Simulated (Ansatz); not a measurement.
## Molecular dynamics of C2H6BF

Input file:

```yaml
crystal:
  periodic: [false, false, false]
  atoms:
    - { symbol: B, position_ang: [-0.003649, 0.036224, -0.001758] }
    - { symbol: C, position_ang: [-0.018762, -0.072911, 1.581345] }
    - { symbol: H, position_ang: [-1.027962, -0.138914, 2.002737] }
    - { symbol: H, position_ang: [0.548426, -0.951774, 1.912754] }
    - { symbol: H, position_ang: [0.475865, 0.800881, 2.025537] }
    - { symbol: C, position_ang: [1.365311, 0.053504, -0.804254] }
    - { symbol: H, position_ang: [1.91516, -0.881813, -0.636786] }
    - { symbol: H, position_ang: [1.234077, 0.179109, -1.88471] }
    - { symbol: H, position_ang: [2.012677, 0.862454, -0.442694] }
    - { symbol: F, position_ang: [-1.139144, 0.11314, -0.656471] }
basis:
  gaussian: { orbitals: STO-3G }
hamiltonian:
  xc: pbe0
  dispersion: d4
md:
  timestep: 0.25
  n_steps: 500
  ensemble: nve
  temperature: 500.0
  initial_velocities: maxwell_boltzmann
  seed: 670084
```

Command:

```bash
$ ansatz run input.yaml --threads 1 --pin off --max-ram 2048MiB --backend cpu --events-out ev --progress --plain --runs-dir out
```

It starts from a relaxed structure.

Output, in part (step lines, the closing report, with atoms numbered from 0):

```
md step     0: t =     0.00 fs  T =   500.0 K  F+E_penalty+E_count = -5488.37610850 eV  E_kin = 0.517040 eV  conserved = -5487.85906850 eV  (20 SCF iters)
md step     1: t =     0.25 fs  T =   496.6 K  F+E_penalty+E_count = -5488.37259541 eV  E_kin = 0.513538 eV  conserved = -5487.85905773 eV  (20 SCF iters)
md step     2: t =     0.50 fs  T =   486.6 K  F+E_penalty+E_count = -5488.36224543 eV  E_kin = 0.503227 eV  conserved = -5487.85901817 eV  (20 SCF iters)
md step     3: t =     0.75 fs  T =   470.7 K  F+E_penalty+E_count = -5488.34570258 eV  E_kin = 0.486749 eV  conserved = -5487.85895344 eV  (20 SCF iters)
md step     4: t =     1.00 fs  T =   449.8 K  F+E_penalty+E_count = -5488.32400917 eV  E_kin = 0.465140 eV  conserved = -5487.85886959 eV  (20 SCF iters)
md step     5: t =     1.25 fs  T =   425.2 K  F+E_penalty+E_count = -5488.29850836 eV  E_kin = 0.439734 eV  conserved = -5487.85877480 eV  (20 SCF iters)
md step     6: t =     1.50 fs  T =   398.5 K  F+E_penalty+E_count = -5488.27071605 eV  E_kin = 0.412038 eV  conserved = -5487.85867810 eV  (20 SCF iters)
md step     7: t =     1.75 fs  T =   370.9 K  F+E_penalty+E_count = -5488.24217779 eV  E_kin = 0.383589 eV  conserved = -5487.85858844 eV  (20 SCF iters)
[... lines left out ...]
md step   497: t =   124.25 fs  T =   180.8 K  F+E_penalty+E_count = -5488.04572183 eV  E_kin = 0.187006 eV  conserved = -5487.85871560 eV  (19 SCF iters)
md step   498: t =   124.50 fs  T =   182.1 K  F+E_penalty+E_count = -5488.04695313 eV  E_kin = 0.188279 eV  conserved = -5487.85867398 eV  (19 SCF iters)
md step   499: t =   124.75 fs  T =   183.4 K  F+E_penalty+E_count = -5488.04827173 eV  E_kin = 0.189649 eV  conserved = -5487.85862258 eV  (19 SCF iters)
md step   500: t =   125.00 fs  T =   185.6 K  F+E_penalty+E_count = -5488.05051041 eV  E_kin = 0.191940 eV  conserved = -5487.85857016 eV  (22 SCF iters)
Total energy: -5488.05052601 eV, -201.6821368967 hartree
Atom 0 at     0.015814     0.064909    -0.046443 Å, force    -1.893529    -0.783706     0.679029 eV/Å
Atom 1 at    -0.017399    -0.119426     1.550338 Å, force    -1.474373     0.939580    -1.137647 eV/Å
Atom 2 at    -0.315303     0.865740     1.983341 Å, force     0.155703    -0.850881     0.121389 eV/Å
Atom 3 at    -0.729576    -0.911511     1.864836 Å, force     0.351439     0.597130    -0.036061 eV/Å
Atom 4 at     0.967182    -0.364037     1.852347 Å, force     1.321878    -0.351284     1.018364 eV/Å
Atom 5 at     1.396076     0.132984    -0.764251 Å, force     0.175565     0.511301     0.485067 eV/Å
Atom 6 at     2.094308    -0.364771    -0.080487 Å, force     0.399834     0.178584    -0.568419 eV/Å
Atom 7 at     1.482618    -0.221148    -1.768368 Å, force    -0.216532    -1.231289    -0.941522 eV/Å
Atom 8 at     1.693969     1.165003    -0.915298 Å, force     0.335288     0.763369     0.676636 eV/Å
Atom 9 at    -1.172385     0.060096    -0.634586 Å, force     0.844726     0.227196    -0.296836 eV/Å
Dipole moment:     0.043630     0.047838    -0.036708 e Å
```

The steps, from the saved trajectory:

| time (fs) | T (K) | potential energy less start (eV) | conserved less start (meV/atom) |
| --- | --- | --- | --- |
| 0 | 500 | 0.000 | 0.00 |
| 4 | 223 | 0.287 | 0.05 |
| 8 | 293 | 0.214 | 0.05 |
| 12 | 261 | 0.248 | 0.06 |
| 16 | 153 | 0.359 | 0.07 |
| 20 | 340 | 0.166 | 0.02 |
| 24 | 153 | 0.359 | 0.04 |
| 28 | 311 | 0.196 | 0.02 |
| 32 | 283 | 0.225 | 0.04 |
| 36 | 219 | 0.291 | 0.07 |
| 40 | 343 | 0.162 | 0.05 |
| 44 | 207 | 0.304 | 0.06 |
| 48 | 360 | 0.145 | 0.02 |
| 52 | 257 | 0.251 | 0.03 |
| 56 | 215 | 0.295 | 0.05 |
| 60 | 267 | 0.241 | 0.04 |
| 64 | 159 | 0.353 | 0.07 |
| 68 | 315 | 0.192 | 0.04 |
| 72 | 206 | 0.305 | 0.05 |
| 76 | 302 | 0.205 | 0.03 |
| 80 | 318 | 0.188 | 0.02 |
| 84 | 168 | 0.344 | 0.06 |
| 88 | 314 | 0.193 | 0.04 |
| 92 | 112 | 0.402 | 0.07 |
| 96 | 231 | 0.279 | 0.04 |
| 100 | 282 | 0.225 | 0.02 |
| 104 | 195 | 0.316 | 0.04 |
| 108 | 363 | 0.142 | 0.02 |
| 112 | 179 | 0.332 | 0.07 |
| 116 | 282 | 0.226 | 0.06 |
| 120 | 281 | 0.226 | 0.04 |
| 124 | 179 | 0.332 | 0.03 |

The run went to its last step. The conserved energy stayed within 0.073 meV per atom of its start (net change 0.05 meV per atom), so the integration is sound. Over the second half the temperature averaged 0.49 of the 500 K drawn at the start: a run that starts near a minimum puts about half its kinetic energy into the potential. A run of 0.12 ps of so small a system gives no equilibrium averages. Limits of this set-up: minimal basis.

The same pairs are bonded in the first frame and the last. Pairs count as bonded within 1.25 times the sum of covalent radii (0.12 Å more for H–H).

Last frame:

```xyz
10
Properties=species:S:1:pos:R:3
B 0.016 0.065 -0.046
C -0.017 -0.119 1.550
H -0.315 0.866 1.983
H -0.730 -0.911 1.865
H 0.967 -0.364 1.852
C 1.396 0.133 -0.764
H 2.094 -0.365 -0.081
H 1.483 -0.221 -1.768
H 1.694 1.165 -0.915
F -1.172 0.060 -0.635
```

The run took 5.6 min on 1 thread of Intel(R) Xeon(R) 6975P-C (Granite Rapids), on a shared host, peak memory 0.1 GiB.
